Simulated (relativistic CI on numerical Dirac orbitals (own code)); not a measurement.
Forbidden lines of Rh XXII

Method of calculation: Dirac-Coulomb-Breit CI, orbitals from a KLI potential per configuration, model QED (radiative potential, 1s self-energy scaled to tabulated hydrogen-like ionisation energies), unscaled Slater integrals (own radial code, finite nucleus).

Configuration list (outside the closed core [Ne]): 3s²3p⁶3d⁶, 3s²3p⁵3d⁷, 3s²3p⁴3d⁸, 3s3p⁶3d⁷, 3p⁶3d⁸, 3s3p⁵3d⁸, 3s²3p⁶3d⁵4s, 3s²3p⁶3d⁵4p, 3s²3p⁶3d⁵4d, 3s²3p⁴3d⁷4s, 3s²3p⁶3d⁵4f, 3s²3p⁵3d⁶4s, 3s²3p⁴3d⁷4p, 3s²3p⁶3d⁴4s², 3s²3p⁵3d⁶4p, 3s²3p⁶3d⁴4s4p, 3s²3p⁴3d⁷4d, 3s3p⁵3d⁷4s, 3s²3p⁶3d⁵5s, 3s²3p⁶3d⁵5p, 3s3p⁶3d⁶4s, 3s²3p⁵3d⁵4s², 3s²3p⁶3d⁵5f, 3s3p⁶3d⁶4p, 3p⁶3d⁷4s, 3p⁶3d⁷4p, 3s²3p⁶3d⁵6s, 3p⁶3d⁷4d. Levels of other configurations are missing.

| λ vac (nm) | Lower | Upper | Type | A (s⁻¹) | gf | Branching (%) |
| --- | --- | --- | --- | --- | --- | --- |
| 52.450 | 3s²3p⁶3d⁶ ⁵D2 [3] | 3s²3p⁶3d⁶ ³P1 [26] | M1 | 1.50e+03 | 1.85e-07 | 23.2 |
| 66.092 | 3s²3p⁶3d⁶ ⁵D4 [1] | 3s²3p⁶3d⁶ ³D3 [19] | M1 | 1.24e+03 | 5.69e-07 | 36.6 |
| 77.821 | 3s²3p⁶3d⁶ ³P2 [7] | 3s²3p⁶3d⁶ ³P1 [26] | M1 | 2.58e+03 | 7.02e-07 | 40.0 |
| 81.033 | 3s²3p⁶3d⁶ ⁵D3 [2] | 3s²3p⁶3d⁶ ³G3 [18] | M1 | 8.86e+02 | 6.10e-07 | 41.4 |
| 82.853 | 3s²3p⁶3d⁶ ⁵D4 [1] | 3s²3p⁶3d⁶ ³H4 [12] | M1 | 1.10e+03 | 1.02e-06 | 35.1 |
| 86.311 | 3s²3p⁶3d⁶ ⁵D2 [3] | 3s²3p⁶3d⁶ ³D2 [17] | M1 | 8.90e+02 | 4.97e-07 | 63.6 |
| 95.049 | 3s²3p⁶3d⁶ ⁵D4 [1] | 3s²3p⁶3d⁶ ³F3 [10] | M1 | 7.53e+02 | 7.14e-07 | 32.6 |
| 114.83 | 3s²3p⁶3d⁶ ³H5 [9] | 3s²3p⁶3d⁶ ¹G4 [23] | M1 | 1.02e+03 | 1.81e-06 | 24.7 |
| 118.36 | 3s²3p⁶3d⁶ ⁵D1 [4] | 3s²3p⁶3d⁶ ¹S0 [13] | M1 | 5.62e+03 | 1.18e-06 | 100.0 |
| 120.42 | 3s²3p⁶3d⁶ ⁵D2 [3] | 3s²3p⁶3d⁶ ³F2 [11] | M1 | 9.41e+02 | 1.02e-06 | 67.7 |
| 124.67 | 3s²3p⁶3d⁶ ⁵D3 [2] | 3s²3p⁶3d⁶ ³F3 [10] | M1 | 9.44e+02 | 1.54e-06 | 40.9 |
| 133.07 | 3s²3p⁶3d⁶ ⁵D4 [1] | 3s²3p⁶3d⁶ ³F4 [6] | M1 | 1.93e+03 | 4.62e-06 | 94.9 |
| 141.04 | 3s²3p⁶3d⁶ ³P2 [7] | 3s²3p⁶3d⁶ ³P1 [21] | M1 | 2.26e+03 | 2.02e-06 | 46.3 |
| 151.70 | 3s²3p⁶3d⁶ ³H6 [8] | 3s²3p⁶3d⁶ ¹I6 [20] | M1 | 9.77e+02 | 4.38e-06 | 69.1 |
| 160.25 | 3s²3p⁶3d⁶ ⁵D3 [2] | 3s²3p⁶3d⁶ ³P2 [7] | M1 | 3.97e+03 | 7.64e-06 | 81.9 |
| 169.50 | 3s²3p⁶3d⁶ ³H4 [12] | 3s²3p⁶3d⁶ ¹G4 [23] | M1 | 1.84e+03 | 7.12e-06 | 44.4 |
| 206.18 | 3s²3p⁶3d⁶ ³P2 [7] | 3s²3p⁶3d⁶ ³D1 [15] | M1 | 2.73e+03 | 5.23e-06 | 56.3 |
| 219.55 | 3s²3p⁶3d⁶ ³F4 [6] | 3s²3p⁶3d⁶ ³H4 [12] | M1 | 1.67e+03 | 1.09e-05 | 53.3 |
| 229.99 | 3s²3p⁶3d⁶ ³H6 [8] | 3s²3p⁶3d⁶ ³G5 [14] | M1 | 8.73e+02 | 7.62e-06 | 62.3 |
| 400.07 | 3s²3p⁶3d⁶ ⁵D4 [1] | 3s²3p⁶3d⁶ ⁵D3 [2] | M1 | 5.03e+02 | 8.45e-06 | 100.0 |

Terms are leading LS components. Brackets give the number of a level in order of energy, since labels repeat. The list gives strong lines, with weight on those to low levels, among the lowest 400 of 9786 levels, so that lines to higher ones, which can be the strongest, are missing. Levels whose partners in the same complex of configurations lie outside the list can be far off, and so can their lines. Rates are taken at the computed energies, electric ones in the length gauge.

At this charge energies of transitions that change n are usually good to better than 1 %, and those within a shell (Δn = 0) to a few per cent. Terms inside the open d or f shell come out 10 to 20 % too wide with unscaled integrals.

LS names give the leading component of a level, which can be under half, so a name can repeat, a term be missing and a line seem to break the LS rules.
